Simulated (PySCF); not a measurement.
# Partial charges of ethylene sulfate

Species: ethylene sulfate, C2H4O4S.
Cartesian coordinates in Å at the GFN2-xTB level; atoms count from 1:
```
atom  x, y, z in Å
O1     1.216   -1.313    1.160
S2     1.221   -0.816   -0.169
O3     2.240   -1.206   -1.061
O4     1.088    0.785   -0.135
C5    -0.246    1.098    0.189
C6    -1.082   -0.179   -0.104
O7    -0.233   -1.046   -0.813
H8    -0.544    1.939   -0.442
H9    -0.317    1.378    1.244
H10   -1.954    0.022   -0.728
H11   -1.384   -0.659    0.832
```

Density: PBE0/pcSseg-1 (PySCF); schemes: Mulliken, IAO, Hirshfeld and ESP-fitted. Geometry: GFN2-xTB, one conformer, isolated molecule.

Problem. Atoms with like bonding are taken together and averaged. For which atoms does the sign change between the 4 schemes (beyond +0.03 e in one, beyond −0.03 e in another)?

Solution. For none.

Problem. At which atom do the 4 schemes differ most?

Solution. At S2: from +0.595 (Hirshfeld) to +2.312 e (IAO), 1.717 e apart.

Problem. Give the atomic charges in each scheme.

Solution. In e; atoms taken as equivalent share a row and are averaged (×n: the atom named and its like, n in all):

```json
{"atom": "O1/O3", "environment": "sulfonyl oxygen", "Mulliken": "-0.474", "IAO": "-0.831", "Hirshfeld": "-0.284", "ESP-fitted": "-0.461"}
{"atom": "S2", "environment": "sulfonyl sulfur", "Mulliken": "+1.350", "IAO": "+2.312", "Hirshfeld": "+0.595", "ESP-fitted": "+1.148"}
{"atom": "O4/O7", "environment": "oxygen bonded to C and S", "Mulliken": "-0.510", "IAO": "-0.566", "Hirshfeld": "-0.137", "ESP-fitted": "-0.338"}
{"atom": "C5/C6", "environment": "sp3 carbon bound to oxygen", "Mulliken": "+0.007", "IAO": "-0.089", "Hirshfeld": "+0.005", "ESP-fitted": "+0.023"}
{"atom": "H8/H9/H10/H11", "environment": "methylene hydrogen", "Mulliken": "+0.151", "IAO": "+0.165", "Hirshfeld": "+0.059", "ESP-fitted": "+0.101"}
```

Mean size of the charges over all atoms: IAO 0.540 e, Mulliken 0.362 e, ESP-fitted 0.291 e, Hirshfeld 0.153 e. Each set sums to the total charge, 0, to within 0.001 e. The Hirshfeld scheme divides the density at each point in proportion to the densities of the neutral, spherically averaged free atoms. The Mulliken scheme gives each basis function's population to the atom it is centred on and halves the overlap population of two atoms between them.

Some averages cover members that differ in this geometry: C5/C6, Mulliken -0.021 to +0.035; O1/O3, Mulliken -0.497 to -0.451; C5/C6, ESP-fitted +0.002 to +0.044; O1/O3, IAO -0.851 to -0.811 e.

Problem. How many electrons does the Mulliken scheme count on O1?

Solution. Its own charge is -0.497 e, so Z − q = 8.497.

Problem. How closely do the schemes follow one another over all atoms?

Solution. Correlation coefficient and root-mean-square difference: IAO with ESP-fitted 0.99, 0.402 e; Hirshfeld with ESP-fitted 0.99, 0.204 e; Mulliken with ESP-fitted 0.99, 0.103 e; IAO with Hirshfeld 0.99, 0.601 e; Mulliken with IAO 0.99, 0.331 e; Mulliken with Hirshfeld 0.98, 0.295 e.

Problem. Sum the charges by element, for elements with more than one atom.

Solution. 
```csv
element,atoms,Mulliken,IAO,Hirshfeld,ESP-fitted
O,4,-1.967,-2.794,-0.842,-1.598
C,2,+0.014,-0.178,+0.011,+0.046
H,4,+0.604,+0.659,+0.236,+0.404
```

The run behind these numbers computed NMR shieldings as well. Hardware: one thread, Arm Neoverse V1, shared host. Cost: 13 s of wall time.
